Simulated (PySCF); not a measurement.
## `C[C@H]1CO[Si@H](Cl)O1`, C$_{3}$H$_{7}$ClO$_{2}$Si

Molfile (atoms numbered from 1):
```
C3H7ClO2Si
     RDKit          3D

 14 14  0  0  0  0  0  0  0  0999 V2000
    1.6297    0.5766    0.1449 C   0  0  0  0  0  0  0  0  0  0  0  0
    0.5332   -0.1680   -0.6030 C   0  0  1  0  0  0  0  0  0  0  0  0
   -0.1204   -1.2597    0.2810 C   0  0  0  0  0  0  0  0  0  0  0  0
   -1.3428   -0.7673    0.7589 O   0  0  0  0  0  0  0  0  0  0  0  0
   -1.7664    0.6383    0.0377 Si  0  0  2  0  0  4  0  0  0  0  0  0
   -3.4699    0.5435   -0.9800 Cl  0  0  0  0  0  0  0  0  0  0  0  0
   -0.4890    0.7252   -0.9748 O   0  0  0  0  0  0  0  0  0  0  0  0
    1.2350    0.9618    1.0825 H   0  0  0  0  0  0  0  0  0  0  0  0
    2.4642   -0.0889    0.3492 H   0  0  0  0  0  0  0  0  0  0  0  0
    1.9780    1.4128   -0.4559 H   0  0  0  0  0  0  0  0  0  0  0  0
    0.9341   -0.6023   -1.5252 H   0  0  0  0  0  0  0  0  0  0  0  0
   -0.3144   -2.1698   -0.2944 H   0  0  0  0  0  0  0  0  0  0  0  0
    0.5149   -1.5047    1.1347 H   0  0  0  0  0  0  0  0  0  0  0  0
   -1.7868    1.7022    1.0222 H   0  0  0  0  0  0  0  0  0  0  0  0
  1  2  1  0
  2  3  1  0
  3  4  1  0
  4  5  1  0
  5  6  1  0
  5  7  1  0
  7  2  1  0
  1  8  1  0
  1  9  1  0
  1 10  1  0
  2 11  1  6
  3 12  1  0
  3 13  1  0
  5 14  1  1
M  END
```

The calculation used PySCF, TDDFT PBE0/def2-SVPD circular dichroism and optical rotation, one conformer, gas phase. Geometry: GFN2-xTB.

States above about 8.2 eV lie in this functional's continuum (it starts at minus the energy of the highest occupied orbital, well below the true ionisation energy for most functionals) and depend on the basis.

Question: Draw the ECD and absorption spectra from the lowest 12 states, each a Gaussian of half-width 0.25 eV at 1/e height.

Answer: 
| E (eV) | λ (nm) | Δε (L mol⁻¹ cm⁻¹) | ε (L mol⁻¹ cm⁻¹) |
| --- | --- | --- | --- |
| 7.06 | 176 | -0.07 | 26.8 |
| 7.21 | 172 | -0.59 | 215 |
| 7.36 | 169 | -2.57 | 860 |
| 7.51 | 165 | -6.58 | 1730 |
| 7.66 | 162 | -10.79 | 1880 |
| 7.81 | 159 | -12.22 | 1570 |
| 7.96 | 156 | -10.15 | 2220 |
| 8.11 | 153 | +0.76 | 4160 |
| 8.26 | 150 | +25.16 | 6380 |
| 8.41 | 147 | +39.51 | 7120 |
| 8.56 | 145 | +24.27 | 5780 |

Δε uses R in velocity form, ε uses f in length form. Only the states computed contribute, so the short-wavelength end is incomplete.
